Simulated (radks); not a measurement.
Results of a calculation; reference values are marked as such.
How relativity changes the ionisation of the lutetium ion Lu+ ([Xe] 4f14 6s2) to Lu2+ ([Xe] 4f14 6s1). Spin-unpolarised spherical Kohn-Sham, PBEsol, point nucleus unless stated (finite: rms radius 5.37 fm), a radial shooting solver on a logarithmic mesh with Libxc functionals. A level marked "c x" has the speed of light scaled by that factor.

level                        E(Lu+) (hartree)  E(Lu2+) (hartree)  IE (eV)   HOMO  <r> HOMO (bohr)
non-rel.                          -13851.4969        -13851.0064   13.346     6s            3.485
scalar-rel.                       -14558.6885        -14558.1633   14.292     6s            3.254
scalar-rel., finite nucleus       -14556.8170        -14556.2919   14.290     6s            3.255
Dirac                             -14576.4184        -14575.8933   14.290  6s1/2            3.256
Dirac, finite nucleus             -14574.5316        -14574.0065   14.288  6s1/2            3.257
Dirac, c x 3                      -13922.5270        -13922.0333   13.433  6s1/2            3.463
Dirac, c x 5                      -13876.8387        -13876.3471   13.377  6s1/2            3.477
Dirac, c x 10                     -13857.8086        -13857.3178   13.354  6s1/2            3.483

NIST Atomic Spectra Database: 14.13 eV (semi-empirical). The relativistic part of the total energy of Lu+ is -723 hartree (Dirac, finite nucleus), 5.2 % of the non-relativistic value. Spin polarisation and multiplet splitting of open shells are left out at every level.

Beside tabulated values, note that relativity, absent from the non-relativistic runs, is large for the heavy elements, and spin-unpolarised runs miss the spin-polarisation part of the exchange energy of open shells.
